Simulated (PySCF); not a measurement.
Ge(H)(Et)(OMe)2, SMILES C[CH2][GeH]([O]C)[O]C (GFN2-xTB optimised geometry):

```
19

Ge    -1.059    -0.606     0.000
C      0.933    -0.606     0.000
C      1.535    -1.987    -0.217
O     -1.796     1.015     0.000
C     -1.893     1.895     1.097
O     -1.503    -1.248    -1.567
C     -2.779    -1.170    -2.173
H     -1.755    -1.389     1.128
H      1.290    -0.186     0.942
H      1.249     0.069    -0.798
H      2.622    -1.926    -0.245
H      1.182    -2.404    -1.155
H      1.247    -2.662     0.586
H     -2.232     1.382     2.000
H     -2.622     2.662     0.829
H     -0.933     2.373     1.305
H     -2.651    -1.453    -3.219
H     -3.182    -0.158    -2.119
H     -3.482    -1.859    -1.698
```

Level of theory: PBE0/def2-SVP (PySCF).

Q: What are the frontier orbital energies and the dipole moment?

A: HOMO-2 -8.12 eV, HOMO-1 -7.58 eV, HOMO -7.32 eV, LUMO 1.22 eV, LUMO+1 1.63 eV; dipole moment 1.46 D.

On the same geometry PBE/def2-SVP (PySCF) gives HOMO-2 -6.53 eV, HOMO-1 -5.93 eV, HOMO -5.78 eV, LUMO 0.34 eV, LUMO+1 0.68 eV; dipole moment 1.30 D.

Meta-Löwdin charges at PBE0/def2-SVP: Ge1 1.02, C2 -0.37, C3 -0.29, O4 -0.59, C5 -0.07, O6 -0.59, C7 -0.08, H8 -0.11, H9 0.10, H10 0.11, H11 0.10, H12 0.11, H13 0.10, H14 0.08, H15 0.11, H16 0.09, H17 0.11, H18 0.10, H19 0.09.
